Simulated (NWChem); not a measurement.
System: BNH2Cl2; SMILES NB(Cl)Cl

Excerpt of the output:

```
             Northwest Computational Chemistry Package (NWChem) 7.3.0
             --------------------------------------------------------

 C2V symmetry detected

                             Geometry "geometry" -> ""
                             -------------------------

 Output coordinates in angstroms (scale by  1.889725989 to convert to a.u.)

  No.       Tag          Charge          X              Y              Z
 ---- ---------------- ---------- -------------- -------------- --------------
    1 B                    5.0000     0.00000000     0.00000000    -0.34784604
    2 Cl                  17.0000     1.52581800     0.00000000     0.54234396
    3 Cl                  17.0000    -1.52581800     0.00000000     0.54234396
    4 N                    7.0000     0.00000000     0.00000000    -1.73533604
    5 H                    1.0000    -0.85432400     0.00000000    -2.27655604
    6 H                    1.0000     0.85432400     0.00000000    -2.27655604

 Effective nuclear repulsion energy (a.u.)     181.5578303445

      Symmetry information
      --------------------

 Group name             C2v
 Group number             16
 Group order               4
 No. of unique centers     4

                                 NWChem DFT Module
                                 -----------------

 Summary of "ao basis" -> "ao basis" (spherical)
 ------------------------------------------------------------------------------
       Tag                 Description            Shells   Functions and Types
 ---------------- ------------------------------  ------  ---------------------
 B                         def2-svpd                 8       20   4s2p2d
 Cl                        def2-svpd                11       27   5s4p2d
 N                         def2-svpd                 8       20   4s2p2d
 H                         def2-svpd                 4        8   2s2p

      Symmetry analysis of basis
      --------------------------

        a1         45
        a2         14
        b1         33
        b2         18

            General Information
            -------------------
          SCF calculation type: DFT
          Wavefunction type:  closed shell.
          No. of atoms     :     6
          No. of electrons :    48
           Alpha electrons :    24
            Beta electrons :    24
          Charge           :     0
          Spin multiplicity:     1
          Use of symmetry is: off; symmetry adaption is: on
          Maximum number of iterations: 150
          AO basis - number of functions:   110
                     number of shells:    46
          Convergence on energy requested:  1.00D-06
          Convergence on density requested:  1.00D-05
          Convergence on gradient requested:  5.00D-04

              XC Information
              --------------
                         PBE0 Method XC Functional
                     Hartree-Fock (Exact) Exchange  0.250
          PerdewBurkeErnzerhof Exchange Functional  0.750
            Perdew 1991 LDA Correlation Functional  1.000 local
           PerdewBurkeErnz. Correlation Functional  1.000 non-local

             Grid Information
             ----------------
          Grid used for XC integration:  medium
          Radial quadrature: Mura-Knowles
          Angular quadrature: Lebedev.
          Tag              B.-S. Rad. Rad. Pts. Rad. Cut. Ang. Pts.
          ---              ---------- --------- --------- ---------
          B                   0.85       49          10.0       434
          Cl                  1.00       88          12.0       590
          N                   0.65       49          11.0       434
          H                   0.35       45          12.0       434
          Grid pruning is: on
          Number of quadrature shells:   364
          Spatial weights used:  Erf1

      Superposition of Atomic Density Guess
      -------------------------------------

 Sum of atomic energies:        -998.40642602

      Non-variational initial energy
      ------------------------------

 Total energy =    -999.949573
 1-e energy   =   -1737.471269
 2-e energy   =     555.963866
 HOMO         =      -0.376418
 LUMO         =       0.037677

      Symmetry analysis of molecular orbitals - initial
      -------------------------------------------------

  Numbering of irreducible representations:

     1 a1          2 a2          3 b1          4 b2

  Orbital symmetries:

     1 b1          2 a1          3 a1          4 a1          5 b1
     6 a1          7 b1          8 a1          9 b2         10 b1
    11 a2         12 a1         13 a1         14 a1         15 b1
    16 a1         17 b1         18 a1         19 b2         20 b1
    21 a1         22 a2         23 b1         24 b2         25 a1
    26 b2         27 a1         28 b1         29 a1         30 b2
    31 b1         32 a1         33 a2         34 a1

 !! scf_movecs_sym_adapt:   46 vectors were symmetry contaminated

  Symmetry fudging

   convergence    iter        energy       DeltaE   RMS-Dens  Diis-err
 ---------------- ----- ----------------- --------- --------- ---------
 d= 0,ls=0.0,diis     1  -1000.5575640575 -1.18D+03  1.10D-02  5.23D-01

 !! scf_movecs_sym_adapt:   48 vectors were symmetry contaminated

  Symmetry fudging
 d= 0,ls=0.0,diis     2  -1000.5574786965  8.54D-05  6.07D-03  4.97D-01

 !! scf_movecs_sym_adapt:   18 vectors were symmetry contaminated

  Symmetry fudging

 !! scf_movecs_sym_adapt:    2 vectors were symmetry contaminated

 d= 0,ls=0.0,diis     3  -1000.6160262878 -5.85D-02  1.12D-03  2.69D-02

 !! scf_movecs_sym_adapt:    8 vectors were symmetry contaminated

  Symmetry fudging
 d= 0,ls=0.0,diis     4  -1000.6194557416 -3.43D-03  2.27D-04  6.63D-04
 d= 0,ls=0.0,diis     5  -1000.6195230198 -6.73D-05  8.68D-05  1.57D-04
  Resetting Diis
 d= 0,ls=0.0,diis     6  -1000.6195424006 -1.94D-05  1.77D-05  3.28D-06
 d= 0,ls=0.0,diis     7  -1000.6195427489 -3.48D-07  9.89D-06  2.38D-07

         Total DFT energy =    -1000.619542748937
      One electron energy =    -1740.343764305297
           Coulomb energy =      626.002355023059
    Exchange-Corr. energy =      -67.835963811197
 Nuclear repulsion energy =      181.557830344498

 Numeric. integr. density =       47.999999421862

                  Occupations of the irreducible representations
                  ----------------------------------------------

                     irrep           alpha         beta
                     --------     --------     --------
                     a1               11.0         11.0
                     a2                2.0          2.0
                     b1                8.0          8.0
                     b2                3.0          3.0

                       DFT Final Molecular Orbital Analysis
                       ------------------------------------

 Vector   22  Occ=2.000000D+00  E=-3.425906D-01  Symmetry=a2
              MO Center= -8.9D-17, -2.9D-22,  5.1D-01, r^2= 3.5D+00
   Bfn.  Coefficient  Atom+Function         Bfn.  Coefficient  Atom+Function
  ----- ------------  ---------------      ----- ------------  ---------------
    33      0.445199  2 Cl py                60     -0.445199  3 Cl py
    30      0.344244  2 Cl py                57     -0.344244  3 Cl py
    27      0.198049  2 Cl py                54     -0.198049  3 Cl py
    36      0.075078  2 Cl py                63     -0.075078  3 Cl py
    11      0.032307  1 B  d -2

 Vector   23  Occ=2.000000D+00  E=-3.279830D-01  Symmetry=b1
              MO Center=  1.1D-13,  8.4D-24,  4.8D-01, r^2= 3.6D+00
   Bfn.  Coefficient  Atom+Function         Bfn.  Coefficient  Atom+Function
  ----- ------------  ---------------      ----- ------------  ---------------
    34      0.343198  2 Cl pz                61     -0.343198  3 Cl pz
    32     -0.301421  2 Cl px                59     -0.301421  3 Cl px
    31      0.259094  2 Cl pz                58     -0.259094  3 Cl pz
    29     -0.238923  2 Cl px                56     -0.238923  3 Cl px
    28      0.148773  2 Cl pz                55     -0.148773  3 Cl pz

[...]

                                NWChem TDDFT Module
                                -------------------

            General Information
            -------------------
           No. of orbitals :     220
            Alpha orbitals :     110
             Beta orbitals :     110
        Alpha frozen cores :       0
         Beta frozen cores :       0
     Alpha frozen virtuals :       0
      Beta frozen virtuals :       0
         Spin multiplicity :       1
    Number of AO functions :     110
        Use of symmetry is : off
      Symmetry adaption is : on
         Schwarz screening :  0.10D-07

              XC Information
              --------------
                  PBE0 Method XC Functional
              Hartree-Fock (Exact) Exchange   0.25
   PerdewBurkeErnzerhof Exchange Functional   0.75
     Perdew 1991 LDA Correlation Functional   1.00 local
    PerdewBurkeErnz. Correlation Functional   1.00 non-local

             TDDFT Information
             -----------------
          Calculation type : Tamm-Dancoff TDDFT
         Wavefunction type : Restricted singlets
          No. of electrons :      48
           Alpha electrons :      24
            Beta electrons :      24
              No. of roots :       6
          Max subspacesize :    5200
            Max iterations :     100
               Target root :       1
           Target symmetry : none
      Symmetry restriction : off
                 Algorithm : Optimal
        Davidson threshold :  0.10D-03

    6 smallest eigenvalue differences (eV)
--------------------------------------------------------
  No. Spin  Occ  Vir  Irrep   E(Occ)    E(Vir)   E(Diff)
--------------------------------------------------------
    1    1   24   25 a1       -0.319    -0.002     8.638
    2    1   24   26 b2       -0.319    -0.001     8.678
    3    1   23   25 a2       -0.328    -0.002     8.870
    4    1   23   26 b1       -0.328    -0.001     8.910
    5    1   22   25 b1       -0.343    -0.002     9.267
    6    1   22   26 a2       -0.343    -0.001     9.307
--------------------------------------------------------

  Entering Davidson iterations
  Restricted singlet excited states

  Iter   NTrls   NConv    DeltaV     DeltaE      Time
  ----  ------  ------  ---------  ---------  ---------
    1      6       0     0.17E+00   0.10+100        8.5
    2     12       0     0.29E-01   0.20E-01        9.0
    3     18       0     0.73E-02   0.11E-02       11.4
    4     24       1     0.35E-02   0.97E-04       15.5
    5     29       2     0.18E-02   0.20E-04       14.6
    6     33       3     0.80E-03   0.69E-05       13.3
    7     36       4     0.56E-01   0.40E-02       13.6
    8     38       5     0.17E-01   0.67E-02       13.4
    9     39       5     0.24E-02   0.54E-03       10.9
   10     40       5     0.29E-03   0.89E-05       11.4
   11     41       6     0.93E-04   0.13E-06       12.0
  ----  ------  ------  ---------  ---------  ---------
  Convergence criterion met

  Ground state a1      -1000.619542748937 a.u.

  ----------------------------------------------------------------------------
  Root   1 singlet a2             0.265131322 a.u.                7.2146 eV
  ----------------------------------------------------------------------------
     Transition Moments    X  0.00000   Y  0.00000   Z  0.00000
     Dipole Oscillator Strength                    0.0000000000
     Electric Quadrupole                           0.0000000276
     Magnetic Dipole                               0.0000005291
     Total Oscillator Strength                     0.0000005567

     Occ.   23  b1  ---  Virt.   25  b2      -0.99840
  ----------------------------------------------------------------------------
  Root   2 singlet b2             0.271898810 a.u.                7.3987 eV
  ----------------------------------------------------------------------------
     Transition Moments    X  0.00000   Y  0.11606   Z -0.00000
     Dipole Oscillator Strength                    0.0024415997
     Electric Quadrupole                           0.0000004538
     Magnetic Dipole                               0.0000015607
     Total Oscillator Strength                     0.0024436142

     Occ.   24  b2  ---  Virt.   26  a1       0.98853
     Occ.   24  b2  ---  Virt.   27  a1       0.10132
  ----------------------------------------------------------------------------
  Root   3 singlet b1             0.287881299 a.u.                7.8337 eV
  ----------------------------------------------------------------------------
     Transition Moments    X -0.40595   Y -0.00000   Z -0.00000
     Dipole Oscillator Strength                    0.0316283656
     Electric Quadrupole                           0.0000001466
     Magnetic Dipole                               0.0000017933
     Total Oscillator Strength                     0.0316303056

     Occ.   21  a1  ---  Virt.   29  b1      -0.07339
     Occ.   23  b1  ---  Virt.   26  a1      -0.99095
     Occ.   23  b1  ---  Virt.   27  a1       0.07888
     Occ.   23  b1  ---  Virt.   36  a1       0.06143
  ----------------------------------------------------------------------------
  Root   4 singlet a1             0.288121202 a.u.                7.8402 eV
  ----------------------------------------------------------------------------
     Transition Moments    X -0.00000   Y -0.00000   Z  1.02670
     Dipole Oscillator Strength                    0.2024763009
     Electric Quadrupole                           0.0000017024
     Magnetic Dipole                               0.0000000000
     Total Oscillator Strength                     0.2024780033

     Occ.   20  b2  ---  Virt.   25  b2      -0.10745
     Occ.   21  a1  ---  Virt.   26  a1       0.19369
     Occ.   23  b1  ---  Virt.   29  b1       0.09852
     Occ.   24  b2  ---  Virt.   25  b2      -0.94068
     Occ.   24  b2  ---  Virt.   31  b2      -0.12089
     Occ.   24  b2  ---  Virt.   38  b2       0.08803
  ----------------------------------------------------------------------------
  Root   5 singlet b2             0.289231154 a.u.                7.8704 eV
  ----------------------------------------------------------------------------
     Transition Moments    X  0.00000   Y  0.01592   Z  0.00000
     Dipole Oscillator Strength                    0.0000488554
     Electric Quadrupole                           0.0000000361
     Magnetic Dipole                               0.0000013115
     Total Oscillator Strength                     0.0000502030

     Occ.   21  a1  ---  Virt.   25  b2      -0.99774
  ----------------------------------------------------------------------------
  Root   6 singlet b1             0.296469023 a.u.                8.0673 eV
  ----------------------------------------------------------------------------
     Transition Moments    X -0.83934   Y -0.00000   Z  0.00000
     Dipole Oscillator Strength                    0.1392393381
     Electric Quadrupole                           0.0000002324
     Magnetic Dipole                               0.0000000175
     Total Oscillator Strength                     0.1392395880

     Occ.   19  b1  ---  Virt.   30  a1       0.07191
     Occ.   19  b1  ---  Virt.   33  a1      -0.05741
     Occ.   22  a2  ---  Virt.   25  b2       0.95330
     Occ.   22  a2  ---  Virt.   31  b2       0.05765
     Occ.   23  b1  ---  Virt.   27  a1      -0.20837
     Occ.   23  b1  ---  Virt.   30  a1      -0.05743
     Occ.   23  b1  ---  Virt.   33  a1       0.05764
     Occ.   23  b1  ---  Virt.   41  a1      -0.08486

              Target root =      1
          Target symmetry = none
      Ground state energy =  -1000.619542748937
        Excitation energy =      0.265131322206
     Excited state energy =  -1000.354411426731

  stored tddft:energy   -1000.3544114267305
```

Level: PBE0/def2-SVPD, TDA. The geometry was optimised at PBE0/def2-SVP.

Task: Which NWChem input produces such a log?

Result: Several could match; the one computed here: the input that was run:
```
start job
memory heap 200 mb stack 900 mb global 1100 mb
geometry units angstroms noautoz
  B      0.000000     0.000000    -0.339092
  Cl     1.525818     0.000000     0.551098
  Cl    -1.525818     0.000000     0.551098
  N      0.000000     0.000000    -1.726582
  H     -0.854324     0.000000    -2.267802
  H      0.854324     0.000000    -2.267802
end
basis spherical
  * library def2-svpd
end
dft
  xc pbe0
  iterations 150
end
tddft
  cis
  nroots 6
  notriplet
end
task tddft energy
```
